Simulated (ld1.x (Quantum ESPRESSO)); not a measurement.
# Ni (Z = 28): excitation energies, all-electron against TM

* Element: Ni (Z = 28)
* Generator: ld1.x (Quantum ESPRESSO) 7.5
* Type: norm-conserving Troullier–Martins (Kleinman–Bylander form)
* Functional: BLYP
* Relativity: scalar-relativistic
* Frozen core: [Ne]
* Valence charge: 18
* Reference configuration: 3s2 3p6 3d8 4s2 4p0
* Partial waves: 3s (bound): rc 0.70 bohr; 3p (bound): rc 1.25 bohr; 3d (bound): rc 1.35 bohr; 4f channel at -0.15 Ry: rc 1.20 bohr
* Local potential: the f channel
* Core correction: none

Occupied shells without a wave of their own: 4s. They enter only through the test configuration that unscreens the potential.

Energies are relative to the spin-unpolarised reference configuration 3s2 3p6 3d8 4s2 4p0; without spin polarisation the order of configurations can differ from experiment.

| valence configuration | charge | ΔE all-electron (eV) | error AE − PS (meV) |
| --- | --- | --- | --- |
| 3s2 3p6 3d8 4s1 4p0 | +1 | 9.349 | -210 |
| 3s2 3p6 3d8 4s0 4p0 | +2 | 26.898 | -535 |
| 3s2 3p6 3d7 4s0 4p0 | +3 | 64.372 | -825 |
| 3s2 3p6 3d8.5 4s1.5 4p0 | 0 | -1.153 | -64 |
| 3s2 3p6 3d8 4s1.5 4p0 | +0.5 | 3.712 | -92 |
| 3s1 3p6 3d8 4s2 4p0 | +1 | 119.108 | -102 |

**Question.** What are ΔE and the potential's error for 3s2 3p6 3d9 4s1 4p0?

**Answer.** ΔE = -1.534 eV all-electron; the error (AE − PS) is -109 meV.

Levels in the configuration 3s2 3p6 3d7 4s0 4p0:

```csv
level,all-electron (eV),pseudo (eV)
3s,-150.367,-150.747
3p,-110.580,-110.953
3d,-47.051,-47.341
```

ld1.x printed “convergence not achieved” for 7 of the counted tests; their residual had stalled under 1e-8, short of the target of 1e-14. The 4s level has no wave, so the channel is fitted at the deeper level alone: the likely source of the large errors.
